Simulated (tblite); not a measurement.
Run record: tight-binding relaxation, `CC#[C][GeH2][N](C)/C=C/C#N`.

Computed with GFN2-xTB geometry optimisation, gas phase (tblite 0.8.0). Start geometry: from a force field or distance geometry. The input is one job of a driver script: a line of settings, then coordinates in Å.

Command:
```bash
OMP_NUM_THREADS=1 python probes_run.py task.json out
```

Input:
```
{"job": {"kind": "relax", "xc": "GFN2-xTB", "basis": "xTB"}, "charge": 0, "multiplicity": 1}
C      3.591500    -1.781200    -0.203600
C      2.584600    -0.732300    -0.499600
C      1.786000     0.128600    -0.741400
Ge     0.532000     1.508200    -1.164100
N     -1.115400     1.122500    -0.355300
C     -1.791000     2.163300     0.408400
C     -1.754200    -0.140400    -0.481400
C     -1.800500    -1.026200     0.487500
C     -2.447900    -2.311600     0.366700
N     -2.970300    -3.344500     0.292800
H      3.085000    -2.671000     0.248400
H      4.051200    -2.153700    -1.154900
H      4.397000    -1.405500     0.454900
H      0.369300     1.682100    -2.704700
H      1.047200     2.865800    -0.611300
H     -2.195900     2.890000    -0.339800
H     -2.686100     1.743500     0.918500
H     -1.113400     2.684600     1.109200
H     -2.242000    -0.405800    -1.421200
H     -1.332200    -0.805800     1.445800
```

Task: What does the run print?

Result: 
```
step      E/eV     max force
  0    -753.87030    2.164
  1    -753.91592    3.338
  2    -754.01524    1.666
  3    -754.04639    1.834
  4    -754.07352    1.284
  5    -754.10267    0.698
  6    -754.12108    0.390
  7    -754.14073    0.265
  8    -754.14698    0.189
  9    -754.15772    0.188
... (223 lines left out)
233    -754.86564    0.024
234    -754.86579    0.025
235    -754.86588    0.020
236    -754.86597    0.018
237    -754.86603    0.013
238    -754.86606    0.015
239    -754.86608    0.016
240    -754.86611    0.015
241    -754.86613    0.011
242    -754.86615    0.009
```

«max force» is the largest atomic force in eV/Å.

Task: From which step on does the largest force stay under 0.1 eV/Å, and how much energy is left to gain from there?

Result: From step 213 (0.062 eV/Å), 5.1 meV above the end.

In short: energy lowered by 23.0 kcal/mol over 242 steps; largest atomic force 0.009 eV/Å at the end.

Task: Where do the atoms end?

Result: 1.023 Å rms from the input after alignment:
```
atom  x, y, z in Å
C1     3.5047   -1.9278   -0.7143
C2     2.6466   -0.7685   -0.6885
C3     1.9298    0.2026   -0.6683
Ge4    0.7697    1.6874   -0.6250
N5    -0.9059    1.0734   -0.1372
C6    -1.9886    2.0267   -0.0306
C7    -1.1704   -0.2342    0.1080
C8    -2.3568   -0.7745    0.4492
C9    -2.4722   -2.1477    0.6749
N10   -2.5776   -3.2778    0.8624
H11    2.9622   -2.7958   -0.3407
H12    3.8318   -2.1251   -1.7346
H13    4.3785   -1.7582   -0.0863
H14    0.6292    2.3436   -1.9747
H15    1.1801    2.7133    0.3994
H16   -2.7834    1.7989   -0.7460
H17   -2.4120    2.0260    0.9773
H18   -1.6052    3.0251   -0.2446
H19   -0.3052   -0.8803    0.0073
H20   -3.2607   -0.1963    0.5672
```

Task: How long does this job take on an Intel Xeon at 2.50 GHz with one thread, on a shared host?

Result: About 7.1 s.
Labels such as C1 count atoms from 1, the log's own numbers from 0.
